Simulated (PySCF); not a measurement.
Gas-phase reaction: GaH + 3 OH ⇌ Ga(OH)3 + H. Level: ωB97M-V/def2-TZVP†; standard pressure 1 bar.

Method: PySCF energies plus ideal-gas RRHO corrections (1 bar). † marks an energy on the PBE0/def2-TZVP geometry and frequencies. Open shells (unrestricted): OH (multiplicity 2, electronic degeneracy 4), H (multiplicity 2); the rest are closed-shell singlets. Spin-orbit splitting is ignored; it lowers the true energy and changes the entropy of OH. Ga: all electrons, no relativistic terms. GaH, Ga(OH)3: computed as isolated molecules; such fragments, hydroxides, amides, oligomers or adducts are transient or little studied in the gas. The harmonic model lacks anharmonicity and excited electronic states, which grow with temperature; levels with a mode under 35 cm⁻¹ are left out.

| T (K) | 1000/T (1/K) | log10 K |
|---|---|---|
| 1200 | 0.8333 | 19.84 |
| 1400 | 0.7143 | 14.81 |
| 1600 | 0.6250 | ? |
| 1800 | 0.5556 | 8.17 |
| 2000 | 0.5000 | 5.87 |
| 2500 | 0.4000 | 1.78 |

### Question
Fit log10 K = a + b·(1000/T) to the five rows, get the mean ΔH° and ΔS°, and predict log10 K at 1600 K.

### Answer
Means: 1000/T = 0.6006, log10 K = 10.094. Sums of products about the means: Sxy = 4.98341, Sxx = 0.119463, so b = Sxy/Sxx = 41.72 and a = 10.094 − (41.72)×0.6006 = -14.96.
ΔH° = −R ln 10 × 1000 K × b = −19.145 × (41.72) = -799 kJ; ΔS° = R ln 10 × a = -286 J/K. The run's own values go from -811 kJ and -296 J/K at 1200 K to -775 kJ and -276 J/K at 2500 K.
Prediction at 1600 K: -14.96 + (41.72)×0.6250 = 11.11. The computed value is 11.06, 0.05 from the line.
For scale, ΔH°(298 K) is -830 kJ at this level, -841 kJ at ωB97X-V/def2-TZVP†, and runs from -1153 to -514 kJ over the 20 levels computed.
